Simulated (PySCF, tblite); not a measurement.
Isomers of C4H8F2O2, one GFN2-xTB conformer each. Single-point energies are computed at PBE0/pcSseg-1 (PySCF, gas phase, no added dispersion term), electronic only.

Question: Rank them by PBE0/pcSseg-1 energy, lowest first (kJ/mol).
A. `[CH3:1][O:2][CH2:3][C@H:4]([F:5])[O:6][CH2:7][F:8]` with C1–O2–C3–C4 74°, O2–C3–C4–F5 -85°, C3–C4–O6–C7 -172°, C4–O6–C7–F8 71°
B. `[CH3:1][CH2:2][O:3][C:4]([F:5])([F:6])[O:7][CH3:8]` with C1–C2–O3–C4 93°, C2–O3–C4–F5 61°, O3–C4–O7–C8 -54°
C. `[CH3:1][O:2][C@@H:3]([F:4])[C@@H:5]([F:6])[O:7][CH3:8]` with C1–O2–C3–F4 71°, O2–C3–C5–F6 61°, C3–C5–O7–C8 170°
D. `[CH3:1][O:2][C@@H:3]([F:4])[CH2:5][O:6][CH2:7][F:8]` with C1–O2–C3–F4 67°, O2–C3–C5–O6 163°, C3–C5–O6–C7 86°, C5–O6–C7–F8 71°

Answer: B (0.0), C (78.1), D (79.7), A (88.1).

As drawn, the lowest has two fluorines on one carbon, which the highest lacks. Neighbours under 10 kJ/mol apart (CO[C@@H](F)[C@@H](F)OC and CO[C@@H](F)COCF; CO[C@@H](F)COCF and COC[C@H](F)OCF) can change places with a better method, another conformer or zero-point energy. GFN2-xTB itself gives, in the same order: 0.0, 85.8, 81.0, 83.8. Both levels put the same isomer lowest; measured from each level's own lowest isomer, the values differ by up to 7.7 kJ/mol (CO[C@@H](F)[C@@H](F)OC: 85.8 against 78.1).

Which frontier levels, dipoles and rotational constants go with these structures?

```csv
SMILES,"HOMO (eV, PBE0/pcSseg-1)",LUMO (eV),dipole (D),"A, B, C (MHz)"
CCOC(F)(F)OC,-8.72,1.64,2.49,"3519, 1424, 1328"
CO[C@@H](F)[C@@H](F)OC,-8.50,1.68,0.02,"4119, 1215, 988.3"
CO[C@@H](F)COCF,-8.38,1.57,2.82,"5452, 919.3, 866.8"
COC[C@H](F)OCF,-7.72,1.73,1.33,"4455, 974.6, 926.4"
```

What happens when harmonic zero-point energies from GFN2-xTB frequencies are added?

```csv
SMILES,ZPE (kJ/mol),electronic (kJ/mol),with ZPE (kJ/mol)
CCOC(F)(F)OC,318.7,0.0,0.0
CO[C@@H](F)[C@@H](F)OC,316.8,78.1,76.3
CO[C@@H](F)COCF,318.9,79.7,79.9
COC[C@H](F)OCF,319.2,88.1,88.6
```

The zero-point energies span 2.4 kJ/mol. The order is unchanged.
